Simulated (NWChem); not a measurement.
**Basis-set dependence for 1,3,5-triazine (C$_{3}$H$_{3}$N$_{3}$)**

```
C
N 1 1.3342
C 2 1.3342 1 114.55
N 1 1.3343 2 125.46 3 0.00
N 3 1.3343 2 125.46 1 0.00
C 4 1.3343 1 114.54 2 0.00
H 1 1.0975 2 117.27 3 180.00
H 3 1.0975 2 117.27 1 180.00
H 6 1.0975 4 117.27 1 180.00
```
Charge 0, spin multiplicity 1.

All runs are NWChem calculations. Structure: optimised with B3LYP/def2-SVP, a minimum by its harmonic frequencies.

Hartree-Fock energies in Ha, correlation energies in mHa.

The correlated methods keep 6 core orbitals frozen. The Pople sets run with spherical d functions.

```json
[
 {"basis": "def2-SVP", "functions": "99", "RHF": "-278.47596", "MP2": "-848.7", "SCS-MP2": "-818.9"},
 {"basis": "6-311G**", "functions": "126", "RHF": "-278.75337", "MP2": "-899.7", "SCS-MP2": "-867.3"}
]
```

From def2-SVP to 6-311G** the Hartree-Fock energy moves by -277.4 mHa and the MP2 correlation energy by -51.0 mHa, which is 6 % of its value in the larger set.
